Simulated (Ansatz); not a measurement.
Al(F)(OH)(OSiH3) (AlFH4O2Si), SMILES [OH][Al]([O][SiH3])[F].

Geometry: PBE-D3(BJ)/def2-SVP. The structure was generated by enumeration; whether it is a known compound was not checked. Other conformers were not sampled.

Two levels are set side by side: PBE/def2-SVPD (Ansatz, a first-principles code) and CAM-B3LYP/def2-SVPD (Ansatz). Energy differences of separate SCF runs at the same geometry; the states with an electron removed or added have multiplicity 2 and 2. Differences are taken from unrounded values.

```csv
quantity,CAM-B3LYP,PBE,PBE minus CAM-B3LYP
vertical ionisation energy (eV),11.38,10.44,-0.93
vertical singlet–triplet gap (eV),6.85,5.65,-1.19
```
